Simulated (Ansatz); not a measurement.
W₄Se₈⁺, relaxed as a doublet with UKS PBE-D4/def2-SVP in Ansatz, starting from the GFN2-xTB geometry. Force threshold 0.03 eV/Å.

In the def2 sets W takes a core potential; there is no spin–orbit coupling. Another isomer (doublet) lies 2.42 eV lower at PBE0-D4/def2-TZVP; other spin states weren't run for this one.

Start:

```
atom   x (Å)   y (Å)   z (Å)
  W1   0.215  -0.764  -1.259
  W2  -1.087   0.476   0.556
  W3  -2.308  -1.564  -0.702
  W4   1.411   1.475  -0.118
 Se5   1.842   0.164   2.211
 Se6   2.635  -0.932   0.254
 Se7   3.174   2.870   0.313
 Se8  -2.453  -3.580   0.456
 Se9  -0.577   2.903   0.389
Se10   1.394   1.170  -2.553
Se11  -0.255  -0.687   2.750
Se12  -3.993  -1.533  -2.297
```

```json
{"step": "1", "energy (eV)": "-529968.7698", "largest force component (eV/Å)": "1.952", "SCF passes": "75"}
{"step": "2", "energy (eV)": "-529969.4827", "largest force component (eV/Å)": "2.129", "SCF passes": "66"}
{"step": "3", "energy (eV)": "-529969.9092", "largest force component (eV/Å)": "0.523", "SCF passes": "56"}
{"step": "4", "energy (eV)": "-529970.1470", "largest force component (eV/Å)": "0.611", "SCF passes": "55"}
{"step": "5", "energy (eV)": "-529970.3952", "largest force component (eV/Å)": "0.794", "SCF passes": "51"}
{"step": "6", "energy (eV)": "-529970.6856", "largest force component (eV/Å)": "0.835", "SCF passes": "50"}
{"step": "7", "energy (eV)": "-529970.9926", "largest force component (eV/Å)": "0.918", "SCF passes": "50"}
{"step": "8", "energy (eV)": "-529971.3018", "largest force component (eV/Å)": "0.682", "SCF passes": "49"}
{"step": "9", "energy (eV)": "-529971.5522", "largest force component (eV/Å)": "0.458", "SCF passes": "49"}
{"step": "10", "energy (eV)": "-529971.7166", "largest force component (eV/Å)": "0.466", "SCF passes": "48"}
{"step": "11", "energy (eV)": "-529971.8210", "largest force component (eV/Å)": "0.425", "SCF passes": "48"}
{"step": "12", "energy (eV)": "-529971.8864", "largest force component (eV/Å)": "0.490", "SCF passes": "48"}
{"step": "13 (rejected)", "energy (eV)": "-529971.8813", "largest force component (eV/Å)": "0.328", "SCF passes": "45"}
{"step": "14", "energy (eV)": "-529971.9138", "largest force component (eV/Å)": "0.064", "SCF passes": "43"}
{"step": "15 (rejected)", "energy (eV)": "-529971.9071", "largest force component (eV/Å)": "0.202", "SCF passes": "45"}
{"step": "16", "energy (eV)": "-529971.9178", "largest force component (eV/Å)": "0.030", "SCF passes": "41"}
{"step": "17", "energy (eV)": "-529971.9183", "largest force component (eV/Å)": "0.042", "SCF passes": "37"}
{"step": "18", "energy (eV)": "-529971.9187", "largest force component (eV/Å)": "0.023", "SCF passes": "36"}
```

Force components are those of the run's own axes.

End:

```
atom   x (Å)   y (Å)   z (Å)
  W1  -0.394  -1.013  -0.886
  W2  -1.249   0.373   0.933
  W3  -2.737  -1.394  -0.261
  W4   1.320   1.365  -0.195
 Se5   1.794   0.165   2.127
 Se6   2.080  -1.145   0.090
 Se7   3.068   2.817  -0.248
 Se8  -1.309  -3.306  -0.009
 Se9  -0.636   2.734   0.431
Se10   0.862   0.635  -2.458
Se11  -0.366  -0.569   2.992
Se12  -2.434  -0.663  -2.515
```

Bonds formed: W1–Se8, W1–Se12 (atoms count from 1).

No frequencies were taken in this run, so the end may be a saddle point.

Run time 1.7 min (2 threads of AMD EPYC 7R13 on a shared host and a share (18 GiB) of an NVIDIA H100 80GB HBM3), peak host memory 1.1 GiB.
